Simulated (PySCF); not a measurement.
C3H6BFO2, SMILES C[C@]1(F)OCB1O.

Coordinates come from a PBE0-D3(BJ)/def2-SVP optimisation. The structure was generated by enumeration; whether it is a known compound was not checked. The values are those of a single conformer.

Method: PySCF with TDDFT-ωB97X/def2-SVPD.

Vertical excitations. The molecule is in vacuum.

| state | energy (eV) | λ (nm) | f | main pairs |
|---|---|---|---|---|
| S1 | 6.06 | 204 | 0.002 | HOMO→LUMO+1 71 %, HOMO−1→LUMO+1 19 % |
| S2 | 6.87 | 180 | 0.004 | HOMO−1→LUMO+1 73 %, HOMO→LUMO+1 19 % |
| S3 | 7.38 | 168 | 0.009 | HOMO−2→LUMO+1 90 % |
| S4 | 7.71 | 161 | 0.002 | HOMO→LUMO 66 %, HOMO−1→LUMO 19 % |
| S5 | 8.28 | 150 | 0.002 | HOMO−1→LUMO 44 %, HOMO→LUMO 13 %, HOMO→LUMO+2 10 %, HOMO−1→LUMO+2 10 % |
| S6 | 8.60 | 144 | 0.005 | HOMO−1→LUMO 17 %, HOMO→LUMO+3 13 %, HOMO−1→LUMO+3 9 %, HOMO−1→LUMO+4 9 % |
| S7 | 8.93 | 139 | 0.023 | HOMO→LUMO+2 16 %, HOMO−1→LUMO+3 16 %, HOMO−1→LUMO+2 14 %, HOMO→LUMO+3 14 % |
| S8 | 9.03 | 137 | 0.021 | HOMO−2→LUMO 51 %, HOMO→LUMO+2 15 %, HOMO−2→LUMO+2 9 % |
| S9 | 9.15 | 135 | 0.002 | HOMO−3→LUMO+1 85 % |
| S10 | 9.25 | 134 | 0.025 | HOMO→LUMO+2 30 %, HOMO−1→LUMO+2 18 %, HOMO→LUMO+3 13 %, HOMO−2→LUMO 8 % |
| T1 | 5.47 | 226 | 0 | HOMO→LUMO+1 65 %, HOMO−1→LUMO+1 25 % |
| T2 | 6.43 | 193 | 0 | HOMO−1→LUMO+1 62 %, HOMO→LUMO+1 18 %, HOMO−2→LUMO+1 13 % |
| T3 | 6.78 | 183 | 0 | HOMO−2→LUMO+1 76 % |
| T4 | 7.56 | 164 | 0 | HOMO→LUMO 62 %, HOMO−1→LUMO 21 % |
Triplets are in the Tamm–Dancoff approximation, which puts them higher than full response would, so one can lie above its singlet here.
